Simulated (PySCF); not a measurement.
Dipole response of C (carbon, neutral)

[He] 2s2 2p2, high-spin 3P determinant. All numbers are calculated (PySCF 2.14, the non-relativistic Hamiltonian (point nucleus), in aug-cc-pVQZ with one added diffuse shell each of s, p, d, f, g type (7s6p5d4f3g, 105 functions)). Coupled (time-dependent) response in atomic units; α is the mean over directions.

| method | mean α (bohr³) | α xx, yy, zz | C₆ (like pair) | S(−4) |
| --- | --- | --- | --- | --- |
| UHF | 11.97 | 10.91, 12.51, 12.51 | 46.35 | 95.50 |
| PBE | 13.59 | 11.51, 14.63, 14.63 | 55.01 | 119.9 |
| PBE0 | 12.74 | 11.04, 13.59, 13.59 | 50.89 | 98.15 |
| r2SCANh | 12.75 | 11.11, 13.57, 13.57 | 52.64 | 93.13 |
| PW91 | 13.49 | 11.48, 14.49, 14.49 | 54.40 | 118.3 |

S(−4) is the Cauchy moment in α(ω) = α(0) + S(−4) ω² + …

Reference α: 11.3 ± 0.4 bohr³ (recommended; Schwerdtfeger and Nagle, table of static dipole polarizabilities (2023 update)). Published C₆: 46.60 (Chu and Dalgarno (2004); Tang, Norbeck and Certain (1976)).

α(iu) at PW91:

```json
{"u (hartree)": "0", "α(iu) (bohr³)": "13.49"}
{"u (hartree)": "0.0500", "α(iu) (bohr³)": "13.20"}
{"u (hartree)": "0.100", "α(iu) (bohr³)": "12.45"}
{"u (hartree)": "0.200", "α(iu) (bohr³)": "10.33"}
{"u (hartree)": "0.300", "α(iu) (bohr³)": "8.278"}
{"u (hartree)": "0.500", "α(iu) (bohr³)": "5.360"}
{"u (hartree)": "0.750", "α(iu) (bohr³)": "3.355"}
{"u (hartree)": "1.00", "α(iu) (bohr³)": "2.274"}
{"u (hartree)": "1.50", "α(iu) (bohr³)": "1.233"}
{"u (hartree)": "2.00", "α(iu) (bohr³)": "0.7708"}
{"u (hartree)": "3.00", "α(iu) (bohr³)": "0.3840"}
{"u (hartree)": "5.00", "α(iu) (bohr³)": "0.1545"}
```

A single London oscillator, α(iu) = α/(1 + u²/ω²), gives C₆ = (3/4) ω α². Matching the computed C₆ needs ω = 4 × 54.40 / (3 × 13.49²) = 0.399 hartree.

The components differ because the open shell of this determinant is not spherical; for a pure term their mean is the scalar polarisability.
